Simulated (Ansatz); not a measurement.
Start from `C[Si](C)(F)BF` and change one atom or group to get `C[Si](C)(F)[AlH2]`.

Ansatz, PBE0-D4/def2-TZVP geometries, multiplicity 1. Each molecule was computed in one conformer, which needn't be the lowest.

```
                               property  `C[Si](C)(F)BF`
      HOMO energy (PBE/def2-TZVPP) / eV            -6.34
HOMO–LUMO gap (ωB97M-V/def2-TZVPP) / eV            10.17
    HOMO energy (B3LYP/def2-TZVPP) / eV            -7.52
     LUMO energy (PBE0/def2-TZVPP) / eV            -1.66
     HOMO energy (PBE0/def2-TZVPP) / eV            -7.69
    LUMO energy (B3LYP/def2-TZVPP) / eV            -1.88
```

Question: What does the change do to each property? (Best estimate.)

Answer: Computed: 
```csv
property,`C[Si](C)(F)[AlH2]`,shift
HOMO energy (PBE/def2-TZVPP) / eV,-5.97,0.37
HOMO–LUMO gap (ωB97M-V/def2-TZVPP) / eV,8.64,-1.53
HOMO energy (B3LYP/def2-TZVPP) / eV,-6.92,0.60
LUMO energy (PBE0/def2-TZVPP) / eV,-2.07,-0.41
HOMO energy (PBE0/def2-TZVPP) / eV,-7.09,0.60
LUMO energy (B3LYP/def2-TZVPP) / eV,-2.27,-0.39
```

With PBE0 the HOMO rises by 0.60 eV and the LUMO falls by 0.41 eV, so the gap narrows by about 1.01 eV. PBE moves the HOMO by 0.37 eV and ωB97M-V by 0.77 eV.

B3LYP here is the variant with VWN-RPA as its local correlation; programs differ in this.
